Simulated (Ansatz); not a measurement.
`F[SiH2]CC[SiH3]`, charge 0, multiplicity 1.

Task: Give a relaxed structure at PBE0-D4/def2-TZVP (Ansatz). (Estimate.)

Result: Computed: 
Z-matrix (Å, degrees):
```
Si
C 1 1.862
F 1 1.605 2 110.4
H 1 1.486 2 111.2 3 119.0
H 1 1.485 2 110.4 3 -118.3
C 2 1.533 1 116.8 3 -72.3
H 2 1.099 1 105.4 3 165.1
H 2 1.097 1 107.6 3 53.1
Si 6 1.883 2 116.1 1 67.3
H 6 1.096 2 110.4 1 -55.6
H 6 1.096 2 109.8 1 -171.7
H 9 1.488 6 109.1 2 170.6
H 9 1.486 6 111.4 2 -69.5
H 9 1.488 6 110.1 2 51.3
```
This is one stationary point; other conformers may exist.
